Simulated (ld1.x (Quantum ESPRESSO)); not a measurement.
Co, PAW: configuration errors across variants

* Element: Co (Z = 27)
* Generator: ld1.x (Quantum ESPRESSO) 7.5
* Type: PAW
* Functional: LDA (PZ)
* Relativity: scalar-relativistic
* Frozen core: [Ne]
* Valence charge: 17
* Reference configuration: 3s2 3p6 3d7 4s2 4p0
* Partial waves: 3s (bound): rcut 1.05, rcutus 1.20 bohr; 4s (bound): rcut 1.05, rcutus 1.20 bohr; 3p (bound): rcut 1.25, rcutus 1.75 bohr; 4p (bound, empty): rcut 1.25, rcutus 1.75 bohr; 3d (bound): rcut 0.75, rcutus 0.90 bohr; 3d channel at -0.1 Ry: rcut 0.75, rcutus 0.90 bohr
* Local potential: all-electron potential smoothed inside 0.80 bohr (lloc = -1)
* Core correction: a·sin(br)/r model core, default radius (ld1.x builds one for every PAW set, though the input has nlcc=.false.)
* Augmentation charge: PSQ, radius 0.85 bohr

All-electron excitation energies from the reference (eV): (1) 3s2 3p6 3d7 4s1 4p0 9.296; (2) 3s2 3p6 3d7 4s0 4p0 26.380; (3) 3s2 3p6 3d6 4s0 4p0 62.569; (4) 3s2 3p6 3d6 4s2 4p0 15.460; (5) 3s2 3p6 3d7 4s0 4p1 14.748; (6) 3s2 3p6 3d5 4s0 4p0 118.220; (7) 3s2 3p6 3d8 4s0 4p0 6.705; (8) 3s2 3p6 3d7 4s2 4p0 spin -1.983; (9) 3s2 3p6 3d7 4s1 4p0 spin 6.717.

Spin tests fill each open shell by Hund’s rule, majority spin first.

The default core radius of the base comes out at 0.37 bohr.

The overlap operator is not positive definite (basis up to 400 Ry) in “waves 3s (bound): rcut 1.05, rcutus 1.38 bohr; 4s (bound): rcut 1.05, rcutus 1.38 bohr”, “waves 3p (bound): rcut 1.25, rcutus 1.48 bohr; 4p (bound): rcut 1.25, rcutus 1.48 bohr”. Such files are unfit for use, however small their errors in these radial tests.

Tests that are not counted but printed errors over 1 eV. “waves 3p (bound): rcut 1.25, rcutus 1.48 bohr; 4p (bound): rcut 1.25, rcutus 1.48 bohr”: 3s2 3p6 3d6 4s2 4p0 (solver errors, printed error -3387 eV); 3s2 3p6 3d6 4s0 4p0 (solver errors, printed error -3160 eV); 1 more.

2 further variants failed, have other tests or another functional or relativity, and are left out.

The file “type TM; waves now 3s (bound): rc 1.20 bohr; 3p (bound): rc 1.75 bohr; 3d (bound): rc 0.90 bohr; local potential all-electron potential smoothed inside 1.70 bohr (lloc = -2); core correction none” misses its own reference levels by 0.4 eV.

Errors AE − PS in meV (a dash: test not solved or not reliable):

| change | (1) | (2) | (3) | (4) | (5) | (6) | (7) | (8) | (9) | bound ghosts |
| --- | --- | --- | --- | --- | --- | --- | --- | --- | --- | --- |
| base | -0.9 | -2.7 | -4.3 | -1.9 | -0.8 | -23 | -3.2 | +2.0 | +0.5 | none |
| core correction a·sin(br)/r model core inside 1.00 bohr | -0.9 | -2.7 | -4.3 | -1.9 | -0.8 | -23 | -3.2 | +2.0 | +0.5 | none |
| type TM; waves now 3s (bound): rc 1.20 bohr; 3p (bound): rc 1.75 bohr; 3d (bound): rc 0.90 bohr; local potential all-electron potential smoothed inside 1.70 bohr (lloc = -2); core correction none | +584 | +1478 | +2062 | -45 | +837 | +2498 | +881 | +260 | – | none |
| wave 3d channel at -0.1 Ry: rcut 0.75, rcutus 0.90 bohr becomes 3d channel at 0.06 Ry: rcut 0.75, rcutus 0.90 bohr | -0.9 | -2.7 | -4.6 | -2.1 | -0.8 | -25 | -3.3 | +2.0 | +0.5 | none |
| waves 3s (bound): rcut 1.05, rcutus 1.38 bohr; 4s (bound): rcut 1.05, rcutus 1.38 bohr | -0.8 | -2.8 | -3.1 | +1.4 | -0.9 | -8.6 | -2.4 | +3.0 | +1.7 | not determined (overlap not positive) |
| waves 3p (bound): rcut 1.25, rcutus 1.48 bohr; 4p (bound): rcut 1.25, rcutus 1.48 bohr | +1.7 | +8.7 | – | – | +6.5 | – | – | – | – | not determined (overlap not positive) |
| local potential all-electron potential smoothed inside 1.40 bohr (lloc = -2) | -0.9 | -3.1 | -4.4 | -2.1 | -2.0 | -29 | -3.3 | -0.4 | -1.6 | none |

**Question.** Give the same row for: augmentation BESSEL, radius 0.85 bohr.

**Answer.** -0.8, -2.6, -5.4, -2.7, -0.7, -30, -3.3, 0.0, -1.2; bound ghosts: none.
